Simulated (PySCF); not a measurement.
Te(F)(iPr) (C3H7FTe), SMILES [Te](F)C(C)C.

Geometry optimised at PBE0-D3(BJ)/def2-SVP. This is a generated structure with no PubChem entry under its InChIKey; it may be hypothetical. The def2 effective core potentials stand for the cores of Te; spin–orbit coupling is left out. The values are those of a single conformer.

Two levels are set side by side: TDA-PBE/def2-SVPD (PySCF) and TDA-ωB97X/def2-SVPD (PySCF). Vertical, same geometry. The lowest singlet is HOMO→LUMO 99 % with PBE and HOMO→LUMO 97 % with the other functional; states are paired by order. Differences are taken from unrounded values.

```json
[
 {"quantity": "lowest singlet excitation (eV)", "TDA-PBE": "2.32"},
 {"quantity": "lowest triplet excitation (TDA) (eV)", "TDA-PBE": "1.54"},
 {"quantity": "first bright state (f over 0.05) (eV)", "TDA-PBE": "4.92"},
 {"quantity": "its oscillator strength", "TDA-PBE": "0.07"}
]
```

These are the TDA-PBE values. What does TDA-ωB97X give? (An estimate is asked for; the answer gives what the named calculation found.)


```json
[
 {"quantity": "lowest singlet excitation (eV)", "TDA-ωB97X": "2.42", "TDA-PBE minus TDA-ωB97X": "-0.10"},
 {"quantity": "lowest triplet excitation (TDA) (eV)", "TDA-ωB97X": "1.65", "TDA-PBE minus TDA-ωB97X": "-0.12"},
 {"quantity": "first bright state (f over 0.05) (eV)", "TDA-ωB97X": "6.10", "TDA-PBE minus TDA-ωB97X": "-1.18"},
 {"quantity": "its oscillator strength", "TDA-ωB97X": "0.21", "TDA-PBE minus TDA-ωB97X": "-0.14"}
]
```

Functionals without exact exchange tend to place singlet excitations lower, as here. Differences between two approximate levels are no errors against the true value.

Rough cost on one machine, each run with all the roots and properties that it gave: TDA-ωB97X against TDA-PBE about 4 times.
